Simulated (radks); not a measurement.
Results of a calculation; reference values are marked as such.
Neutral xenon inside a hard spherical wall (all orbitals vanish at R), configuration held at [Xe] and not refilled when levels cross. Code: a radial shooting solver on a logarithmic mesh with Libxc functionals. Model: scalar-relativistic Kohn-Sham, r2SCAN, spin-polarised, spherical densities, finite nucleus; meta-GGA in the generalised Kohn-Sham scheme; Fermi nuclear charge, rms radius 4.7859 fm. Eigenvalues in eV for spin up, with the zero of energy where the potential of the charges vanishes at infinity; a dash marks a level that is unbound or too diffuse for the functional's potential to be trusted. A positive occupied level is held by the wall or, in an anion where self-interaction has pushed it up, behind a barrier. The pressure on the wall is -dE/dV.

| R (bohr) | E (hartree) | kinetic (hartree) | e(4p) | e(4d) | e(5s) | e(5p) | e(6s, empty) | e(5d, empty) | pressure (GPa) |
|---|---|---|---|---|---|---|---|---|---|
| free | -7448.02891 | 7832.280 | -144.68 | -60.636 | -20.422 | -8.585 | - | - | 0 |
| 15 | -7448.02891 | 7832.280 | -144.68 | -60.636 | -20.422 | -8.585 | - | - | < 0.0001 |
| 12 | -7448.02891 | 7832.280 | -144.68 | -60.636 | -20.422 | -8.585 | 0.445 | 2.215 | < 0.0001 |
| 10 | -7448.02889 | 7832.280 | -144.68 | -60.633 | -20.420 | -8.583 | 0.849 | 2.717 | 0.000963 |
| 7 | -7448.02575 | 7832.312 | -144.52 | -60.480 | -20.295 | -8.461 | 3.085 | 4.138 | 0.243 |
| 6 | -7448.01313 | 7832.416 | -144.11 | -60.072 | -19.977 | -8.133 | 5.506 | 5.317 | 1.66 |
| 5 | -7447.94902 | 7832.852 | -142.73 | -58.716 | -18.950 | -7.012 | 11.142 | 7.908 | 12.3 |
| 3.5 | -7447.03106 | 7837.433 | -133.63 | -49.889 | -11.810 | 1.585 | 43.151 | 22.335 | 337 |
| 2.5 | -7441.65343 | 7858.201 | -111.31 | -28.625 | 13.132 | 32.211 | 137.15 | 65.827 | 4830 |
